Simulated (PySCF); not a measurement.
TeBrI, SMILES Br[Te]I.

Geometry: B3LYP-D3(BJ)/def2-SVP. The def2 effective core potentials stand for the cores of I, Te; spin–orbit coupling is left out.

Calculation: HF/def2-TZVPD (PySCF).

Gas-phase values at a fixed geometry.

```json
{
  "total_energy": "-3136.12867 hartree",
  "point_group": "Cs",
  "highest_occupied_level": "-8.94 eV",
  "lowest_empty_level": "-0.42 eV",
  "orbital_gap": "8.51 eV",
  "dipole_moment": "0.332 e·Å",
  "quadrupole, principal values (traceless, Buckingham form, about the centre of nuclear charge)": "-4.96, -1.26, 6.22 D·Å",
  "mean_static_polarisability": "101.9 bohr³ (15.10 Å³)",
  "polarisability_principal_values": "71.8, 94.8, 139.0 bohr³"
}
```
